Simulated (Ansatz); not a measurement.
Input file for Ansatz (a program for electronic structure): U-BHLYP/def2-TZVPP on RuO, 2S+1 = 5, a spin state set in the input, which need not be the lowest, a point of a bond scan (R = 1.693 Å). Elements past Kr take the def2 small-core potentials; no spin–orbit coupling.

Ansatz 0.2 input:
```yaml
crystal:
  periodic: [false, false, false]
  atoms:
    - {symbol: Ru, position_ang: [0.00000000, 0.00000000, 0.00000000]}
    - {symbol: O, position_ang: [0.00000000, 0.00000000, 1.69341300]}
basis:
  gaussian:
    orbitals: def2-TZVPP
    pivot_positions_ang: [[0.00000000, 0.00000000, 0.00000000], [0.00000000, 0.00000000, 1.69341300]]
hamiltonian:
  xc: {name: BHLYP}
magnetization: {spin_polarized: true, initial_magnetization: 4}
output: {forces: true, orbitals: {seedname: ./end}}
```

Program output:

```
WARN ansatz: RAYON_NUM_THREADS=2 ignored (pool sized by the plan → 2); use --threads N
Functional definition: BHLYP
integrals: 0.02 GiB planned
610 factors; their error is unknown
mean field: 0.28 GiB planned
mean field evaluation 1: about -4619.5873 eV, gradient 3.3e1 eV
mean field evaluation 2: about -4599.4424 eV, gradient 8.0e1 eV
mean field evaluation 4: about -4623.5317 eV, gradient 3.5e0 eV
mean field evaluation 8: about -4623.5952 eV, gradient 8.3e-2 eV
mean field evaluation 16: about -4623.6445 eV, gradient 4.9e-4 eV
mean field -4623.64451451 eV, -169.9158018893 hartree, gradient 2.8e-5 eV, S^2 6.017840; 1 other end points of the search recorded, 0 dependent functions left out
the calculation of the forces begins
reference -4623.64464157 eV, -169.9158065586 hartree; 14, 10 occupied and 73, 77 virtual orbitals, 610 factors
Total energy: -4623.64464157 eV, -169.9158065586 hartree
Atom 0 at     0.000000     0.000000     0.000000 Å, force     0.000000     0.000000     0.291812 eV/Å
Atom 1 at     0.000000     0.000000     1.693413 Å, force    -0.000000    -0.000000    -0.291812 eV/Å
Dipole moment:     0.000000     0.000000    -0.916598 e Å
```

The run converged.

Cost: about 1.9 core-seconds (a rough figure).
